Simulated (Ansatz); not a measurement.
`[SiH3]C1=C[SiH2]1` + H₂ → `C1=C[SiH2]1` + SiH₄  (hydrogenolysis of a C–Si bond)

Calculated with Ansatz (gas phase, PBE0-D4/def2-TZVP geometries, no zero-point term in ΔE). CCSD(T)/CBS is the MP2 limit (def2-TZVPP, def2-QZVPP) plus CCSD(T) − MP2 in def2-TZVPP, frozen cores. This one scheme is used for every species. Functionals use def2-TZVPP. B3LYP here is the variant with VWN-RPA as its local correlation; programs differ in this. HSE06 is defined as in plane-wave codes.

`[SiH3]C1=C[SiH2]1`:

```xyz
10

Si   -0.674   -1.176   -1.133
C     0.111   -0.003    0.057
C     1.243    0.130    0.753
Si    0.143    1.518    1.071
H     0.215   -2.336   -1.415
H    -1.954   -1.667   -0.560
H    -0.965   -0.461   -2.402
H     2.147   -0.460    0.852
H    -0.637    1.613    2.327
H     0.371    2.843    0.450
```

H₂:

Cartesian coordinates in Å:
```
H 0.212 0.248 -0.182
H -0.212 -0.248 0.182
```

`C1=C[SiH2]1`:

```xyz
7

C    -0.635    0.731    0.239
C     0.360    0.674   -0.642
Si    0.174   -0.885    0.254
H    -1.357    1.477    0.549
H     0.801    1.352   -1.361
H     1.109   -1.275    1.336
H    -0.451   -2.073   -0.375
```

SiH₄:

Z-matrix (Å, degrees):
```
Si
H 1 1.485
H 1 1.485 2 109.5
H 1 1.485 2 109.5 3 -120.0
H 1 1.485 2 109.5 3 120.0
```

Problem. Is it downhill or uphill in electronic energy at CCSD(T)/CBS, and by how much? (Best estimate.)

Solution. Ansatz gave: Nearly level: ΔE = 0.00 eV.

Problem. What do these levels give: PBE-D4, BLYP-D4, r2SCAN0-D4, HSE06-D4, PBE-QIDH, r2SCAN, PBE0, B3LYP, BHLYP, LC-ωPBE, CCSD/def2-TZVPP, HF/CBS(def2)? (An estimate is asked.)

Solution. The calculation gave: PBE-D4 0.03, BLYP-D4 0.04, r2SCAN0-D4 -0.01, HSE06-D4 -0.01, PBE-QIDH -0.03, r2SCAN 0.00, PBE0 -0.07, B3LYP -0.11, BHLYP -0.15, LC-ωPBE -0.10, CCSD/def2-TZVPP -0.08, HF/CBS(def2) -0.25 eV.

Largest T1 diagnostic among the species: 0.013.

At CCSD(T), def2-SVP lies −0.13 eV from the extrapolated value and def2-TZVPP −0.04 eV. From PBE to PBE0 (25 % exact exchange), in def2-TZVPP and without D4, ΔE moves by −0.03 eV. Leaving LDA and LC-ωPBE aside and taking each functional with its dispersion term where it has one, the values, not all of them listed here, spread over 0.14 eV, from CAM-B3LYP-D4 to revPBE-D4.
